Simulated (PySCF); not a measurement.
Precursor series Zn CH3-H. Gas-phase values, no solvent. One relaxed conformer stands for each flexible species; it need not be the lowest.

The HOMO–LUMO gap from two functionals at the same geometries (BP86-D3(BJ)/def2-SVP), both in PySCF: PBE-D3(BJ)/def2-TZVP and TPSSh-D3(BJ)/def2-TZVP. 

```tsv
species	TPSSh-D3(BJ)/def2-TZVP (eV)
0 of 2 CH3 replaced by H ([Zn(CH3)2])	6.41
1 of 2 CH3 replaced by H	6.40
2 of 2 CH3 replaced by H ([Zn(H)2])	6.56
```

Problem. What does PBE-D3(BJ)/def2-TZVP give for each?

Solution. 
- 0 of 2 CH3 replaced by H ([Zn(CH3)2]): 5.49
- 1 of 2 CH3 replaced by H: 5.41
- 2 of 2 CH3 replaced by H ([Zn(H)2]): 5.46
Over these rows, drawn at random from the members with no instability flagged (it was tested for open shells, ions and some series alone), PBE minus TPSSh-D3(BJ): mean -1.00 eV, from -1.10 eV to -0.92 eV.
